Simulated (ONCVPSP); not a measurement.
nitrogen (N): excitation energies, all-electron against ONCV

ONCVPSP 4.0.1 input, shortened (lines: element, Z, core and valence counts, functional; n l f; lmax; l rc ep ncon nbas qcut; lloc lpopt rc5 dvloc0; l nproj debl; icmod fcfact rcfact), PBE, scalar-relativistic:

```
  N 7.00    1    2        4      upf
    1    0    2.00
    2    0    2.00
    2    1    2.00
    1
    0    1.00    0.00    4    8    6.10
    1    1.40    0.00    3    8    7.90
    0    5    1.00    0.00
    0    0    2.60
    1    1    0.40
    3    3.75    1.65
```

Energies are relative to the spin-unpolarised reference configuration 2s2 2p2; without spin polarisation the order of configurations can differ from experiment.

```json
{"valence configuration": "2s2 2p3", "charge": "0", "ΔE all-electron (eV)": "-13.591", "error AE − PS (meV)": "+17"}
{"valence configuration": "2s2 2p1", "charge": "+2", "ΔE all-electron (eV)": "28.853", "error AE − PS (meV)": "+71"}
{"valence configuration": "2s2 2p0", "charge": "+3", "ΔE all-electron (eV)": "75.935", "error AE − PS (meV)": "+514"}
{"valence configuration": "2s1 2p0", "charge": "+4", "ΔE all-electron (eV)": "153.754", "error AE − PS (meV)": "+917"}
```
